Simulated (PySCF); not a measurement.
Ga(H)(Vi)(OEt), SMILES [O]([GaH][CH]=C)CC, GFN2-xTB optimised geometry.

```
15

Ga    -0.82    -1.72     0.00
H     -1.73    -2.98     0.00
C      1.21    -1.72     0.00
C      1.91    -0.60     0.00
H      1.72    -2.68     0.00
H      3.00    -0.58     0.00
H      1.43     0.37     0.00
O     -1.87    -0.37     0.00
C     -2.35     0.95     0.01
C     -1.22     1.98     0.05
H     -2.96     1.11    -0.89
H     -3.00     1.08     0.89
H     -0.59     1.86    -0.83
H     -1.63     2.98     0.06
H     -0.62     1.82     0.94
```

Density from CAM-B3LYP/def2-TZVP run with PySCF 2.14.0 at that geometry.

Minimum of the electron density along straight lines between bonded atoms, close to the bond critical point (lines longer than 1.1 times the sum of covalent radii, or with two minima, are not listed):

```json
[
 {"bond": "Ga1–H2", "length / Å": "1.557", "ρ at the minimum / e bohr⁻³": "0.118", "∇²ρ there / e bohr⁻⁵": "0.15", "position (fraction from the first atom)": "0.60"},
 {"bond": "Ga1–C3", "length / Å": "2.028", "ρ at the minimum / e bohr⁻³": "0.104", "∇²ρ there / e bohr⁻⁵": "0.16", "position (fraction from the first atom)": "0.47"},
 {"bond": "C3–C4", "length / Å": "1.324", "ρ at the minimum / e bohr⁻³": "0.359", "∇²ρ there / e bohr⁻⁵": "-1.12", "position (fraction from the first atom)": "0.49"},
 {"bond": "C3–H5", "length / Å": "1.087", "ρ at the minimum / e bohr⁻³": "0.282", "∇²ρ there / e bohr⁻⁵": "-0.99", "position (fraction from the first atom)": "0.65"},
 {"bond": "C4–H6", "length / Å": "1.083", "ρ at the minimum / e bohr⁻³": "0.286", "∇²ρ there / e bohr⁻⁵": "-1.03", "position (fraction from the first atom)": "0.65"},
 {"bond": "C4–H7", "length / Å": "1.084", "ρ at the minimum / e bohr⁻³": "0.287", "∇²ρ there / e bohr⁻⁵": "-1.03", "position (fraction from the first atom)": "0.65"},
 {"bond": "Ga1–O8", "length / Å": "1.713", "ρ at the minimum / e bohr⁻³": "0.147", "∇²ρ there / e bohr⁻⁵": "0.96", "position (fraction from the first atom)": "0.49"},
 {"bond": "O8–C9", "length / Å": "1.407", "ρ at the minimum / e bohr⁻³": "0.255", "∇²ρ there / e bohr⁻⁵": "-0.50", "position (fraction from the first atom)": "0.65"},
 {"bond": "C9–C10", "length / Å": "1.524", "ρ at the minimum / e bohr⁻³": "0.254", "∇²ρ there / e bohr⁻⁵": "-0.66", "position (fraction from the first atom)": "0.50"},
 {"bond": "C9–H11", "length / Å": "1.097", "ρ at the minimum / e bohr⁻³": "0.284", "∇²ρ there / e bohr⁻⁵": "-1.01", "position (fraction from the first atom)": "0.65"},
 {"bond": "C9–H12", "length / Å": "1.097", "ρ at the minimum / e bohr⁻³": "0.284", "∇²ρ there / e bohr⁻⁵": "-1.01", "position (fraction from the first atom)": "0.65"},
 {"bond": "C10–H13", "length / Å": "1.089", "ρ at the minimum / e bohr⁻³": "0.279", "∇²ρ there / e bohr⁻⁵": "-0.96", "position (fraction from the first atom)": "0.64"},
 {"bond": "C10–H14", "length / Å": "1.087", "ρ at the minimum / e bohr⁻³": "0.279", "∇²ρ there / e bohr⁻⁵": "-0.96", "position (fraction from the first atom)": "0.64"},
 {"bond": "C10–H15", "length / Å": "1.089", "ρ at the minimum / e bohr⁻³": "0.279", "∇²ρ there / e bohr⁻⁵": "-0.96", "position (fraction from the first atom)": "0.64"}
]
```
